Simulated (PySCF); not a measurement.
C7H5BF2O2.
Z-matrix (Å and degrees, PBE0-D3(BJ)/def2-SVP geometry), rows numbered from 1:
```
O 
C   1  1.2045
O   2  1.3386  1  122.73
C   2  1.4886  1  124.23  3  -179.78
C   4  1.3991  2  122.03  1  -179.61
C   5  1.3902  4  119.56  2  -179.41
C   6  1.4038  5  120.76  4     0.16
B   7  1.5506  6  120.42  5   178.97
F   8  1.3204  7  121.19  6     1.61
F   8  1.3209  7  121.75  6  -177.99
C   7  1.4039  6  118.96  5    -0.44
C  11  1.3885  7  120.62  6     0.27
H   3  0.9691  2  106.40  1     0.05
H   5  1.0909  4  119.53  2     0.40
H   6  1.0927  5  119.76  4   179.88
H  11  1.0926  7  119.49  6  -179.84
H  12  1.0917  4  118.44  2    -0.51
```

The calculation used PBE0-D3(BJ)/def2-SVP geometry optimisation, gas phase (PySCF).

Take the most abundant isotopes and a rigid rotor. The values belong to one conformer with, in the numbering `[O:1]=[C:2]([OH:3])[c:4]1[cH:5][cH:6][c:7]([B:8]([F:9])[F:10])[cH:11][cH:12]1`, O1–C2–O3–H 0°, O1–C2–C4–C5 180°.

(1) What are A, B and C (GHz)?

(2) What kind of rotor is it?

(3) What does the inertial defect say?

(4) Give the other two planar moments, Paa and Pbb, and the rms extents of the mass along the axes.

(5) Give the coordinates in the principal-axis frame, origin at the centre of mass.

(6) Where do the levels up to J = 5 lie, in cm⁻¹?

(7) Which lines would a microwave search look for?

## Answers

(1) Ia = 178.24, Ib = 1182.86, Ic = 1360.94 u·Å²; 505379 MHz·u·Å²/I gives 2835, 427.3 and 371.3 MHz, that is A = 2.8353, B = 0.4273, C = 0.3713 GHz.

(2) A near-prolate asymmetric top. Ray's parameter κ = (2B − A − C)/(A − C) = -0.955; −1 is the prolate and +1 the oblate limit.

(3) Not planar: Δ = Ic − Ia − Ib = -0.16 u·Å². For a rigid frame Δ = −2 Σ m c², so Σ m c² = 0.08 u·Å² lies off the ab plane: 0.00 from hydrogen and 0.08 from heavier atoms. The atom farthest from that plane is 0.05 Å away.

(4) Paa = Σ m a² = (Ib + Ic − Ia)/2 = 1182.78 and Pbb = Σ m b² = (Ia + Ic − Ib)/2 = 178.16 u·Å². With the mass M = 170.04 u, the rms extents √(P/M) along a, b and c are 2.64, 1.02, 0.02 Å.

(5) The sense of each axis is arbitrary; atoms in the order of the calculation.
```csv
atom,mass (u),a (Å),b (Å),c (Å)
O1,15.995,-3.634,1.108,-0.002
C2,12.000,-3.001,0.083,0.005
O3,15.995,-3.578,-1.124,0.034
C4,12.000,-1.514,0.018,-0.012
C5,12.000,-0.825,-1.200,-0.011
C6,12.000,0.566,-1.201,-0.015
C7,12.000,1.285,0.005,-0.016
B8,11.009,2.835,-0.006,0.003
F9,18.998,3.512,-1.139,-0.010
F10,18.998,3.537,1.113,0.042
C11,12.000,0.578,1.218,-0.023
C12,12.000,-0.811,1.227,-0.023
H13,1.008,-4.535,-0.970,0.046
H14,1.008,-1.386,-2.135,-0.003
H15,1.008,1.107,-2.150,-0.012
H16,1.008,1.129,2.161,-0.028
H17,1.008,-1.379,2.159,-0.027
```

(6) Above 0(0,0):
J = 1: 1(0,1) 0.0266, 1(1,1) 0.1070, 1(1,0) 0.1088
J = 2: 2(0,2) 0.0799, 2(1,2) 0.1584, 2(1,1) 0.1640, 2(2,1) 0.4049, 2(2,0) 0.4050
J = 3: 3(0,3) 0.1597, 3(1,3) 0.2355, 3(1,2) 0.2467, 3(2,2) 0.4849, 3(2,1) 0.4850, 3(3,1) 0.8912, 3(3,0) 0.8912
J = 4: 4(0,4) 0.2659, 4(1,4) 0.3382, 4(1,3) 0.3569, 4(2,3) 0.5914, 4(2,2) 0.5919, 4(3,2) 0.9978, 4(3,1) 0.9978, 4(4,1) 1.5665, 4(4,0) 1.5665
J = 5: 5(0,5) 0.3985, 5(1,5) 0.4666, 5(1,4) 0.4946, 5(2,4) 0.7245, 5(2,3) 0.7256, 5(3,3) 1.1311, 5(3,2) 1.1311, 5(4,2) 1.6998, 5(4,1) 1.6998, 5(5,1) 2.4310, 5(5,0) 2.4310

(7) The dipole components are |μa| = 1.17 D, |μb| = 1.41 D, |μc| = 0.00 D. The squared components, which scale the intensities, stand as 0.69 : 1.00 : 0.00 (a : b : c). Some lines, for components of 0.1 D or more:

| type | branch | J(Ka,Kc) | MHz | lower level (cm⁻¹) |
| --- | --- | --- | --- | --- |
| a | Q | 5(1,4) ← 5(1,5) | 838 | 0.467 |
| a | R | 2(1,2) ← 1(1,1) | 1541 | 0.107 |
| a | R | 2(0,2) ← 1(0,1) | 1596 | 0.027 |
| a | R | 3(2,2) ← 2(2,1) | 2396 | 0.405 |
| a | R | 3(1,2) ← 2(1,1) | 2479 | 0.164 |
| b | Q | 3(1,2) ← 3(0,3) | 2608 | 0.160 |
| a | R | 4(1,4) ← 3(1,3) | 3081 | 0.235 |
| a | R | 4(0,4) ← 3(0,3) | 3185 | 0.160 |
| a | R | 4(2,3) ← 3(2,2) | 3194 | 0.485 |
| a | R | 4(3,1) ← 3(3,0) | 3196 | 0.891 |
| a | R | 5(0,5) ← 4(0,4) | 3974 | 0.266 |
| a | R | 5(2,4) ← 4(2,3) | 3991 | 0.591 |
| a | R | 5(3,3) ← 4(3,2) | 3996 | 0.998 |
| b | R | 3(2,2) ← 2(1,1) | 9620 | 0.164 |
| b | R | 4(2,2) ← 3(1,3) | 10684 | 0.235 |
| b | R | 5(2,4) ← 4(1,3) | 11021 | 0.357 |
| b | R | 5(2,3) ← 4(1,4) | 11614 | 0.338 |
| b | Q | 5(3,2) ← 5(2,3) | 12155 | 0.726 |
| b | Q | 3(3,1) ← 3(2,2) | 12181 | 0.485 |
| b | R | 4(3,2) ← 3(2,1) | 15372 | 0.485 |
| b | R | 4(3,1) ← 3(2,2) | 15377 | 0.485 |
| b | Q | 4(4,0) ← 4(3,1) | 17050 | 0.998 |
| b | Q | 4(4,1) ← 4(3,2) | 17050 | 0.998 |
| b | Q | 5(5,1) ← 5(4,2) | 21922 | 1.700 |
| b | R | 5(5,0) ← 4(4,1) | 25917 | 1.567 |

Not checked by PBE0-D3(BJ)/def2-SVP frequencies. No vibrational averaging or centrifugal distortion is included, and the geometry carries the error of its method. Quadrupole hyperfine structure (11B) is left out.
